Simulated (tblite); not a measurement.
A tight-binding relaxation on `CC[B@H-]1[Cl+][Ga@@H-]([CH3])[Cl+]1`.

Computed with GFN2-xTB geometry optimisation, gas phase (tblite 0.8.0). Start geometry: from a force field or distance geometry. The input is one job of a driver script: a line of settings, then coordinates in Å.

Command:
```bash
OMP_NUM_THREADS=1 python probes_run.py task.json out
```

Input:
```
{"job": {"kind": "relax", "xc": "GFN2-xTB", "basis": "xTB"}, "charge": 0, "multiplicity": 1}
C     -2.591500     0.524900     0.497000
C     -2.197200    -0.801000    -0.077700
B     -0.619200    -1.051700    -0.056600
Cl     0.318100     0.213000    -1.034100
Ga     2.067500    -0.295400     0.198000
C      3.257600     1.229600     0.632700
Cl     0.268200    -0.474100     1.443900
H     -2.499000     0.572000     1.611100
H     -2.015700     1.345900     0.012200
H     -3.696200     0.639200     0.284800
H     -2.527100    -0.923200    -1.132300
H     -2.651200    -1.611600     0.565000
H     -0.352700    -2.180900    -0.319100
H      2.808700    -1.668600    -0.156700
H      2.660200     2.083000     1.039200
H      3.782000     1.530000    -0.285200
H      3.980700     0.881000     1.417200
```

Output:
```
step      E/eV     max force
  0    -629.70425    2.660
  1    -630.00327    1.824
  2    -630.22442    0.773
  3    -630.29351    0.510
  4    -630.33124    0.484
  5    -630.35605    0.465
  6    -630.38159    0.361
  7    -630.39678    0.257
  8    -630.40646    0.334
  9    -630.41406    0.319
... (119 lines left out)
129    -630.62742    0.016
130    -630.62748    0.017
131    -630.62754    0.019
132    -630.62759    0.014
133    -630.62761    0.012
134    -630.62764    0.012
135    -630.62766    0.014
136    -630.62770    0.017
137    -630.62772    0.015
138    -630.62774    0.008
```

«max force» is the largest atomic force in eV/Å.

Question: From which step on does the largest force stay under 0.1 eV/Å, and how much energy is left to gain from there?

Answer: From step 64 (0.092 eV/Å), 23.7 meV above the end.

Main results: energy lowered by 21.3 kcal/mol over 138 steps; largest atomic force 0.008 eV/Å at the end.

Question: Where do the atoms end?

Answer: 0.968 Å rms from the input after alignment:
```
atom  x, y, z in Å
C1    -1.6608    0.7925    0.5194
C2    -1.9987   -0.6235    0.0494
B3    -0.7309   -1.5705   -0.2492
Cl4    0.4331   -0.7489   -1.5034
Ga5    2.0240   -0.4991    0.1319
C6     2.2952    1.4048    0.7522
Cl7    0.4042   -1.6605    1.2687
H8    -1.0990    0.7630    1.4537
H9    -1.0659    1.3148   -0.2312
H10   -2.5669    1.3693    0.6910
H11   -2.6120   -0.5507   -0.8520
H12   -2.6302   -1.0969    0.8054
H13   -0.9692   -2.6666   -0.6131
H14    3.1355   -1.5492   -0.2011
H15    1.3318    1.8806    0.9553
H16    2.8107    2.0020   -0.0035
H17    2.8921    1.4507    1.6661
```

The run took 2.0 s wall on one thread, Arm Neoverse N1 (aarch64), shared host with 64 logical CPUs at a one-minute load of 62.
Labels such as C1 count atoms from 1, the log's own numbers from 0.
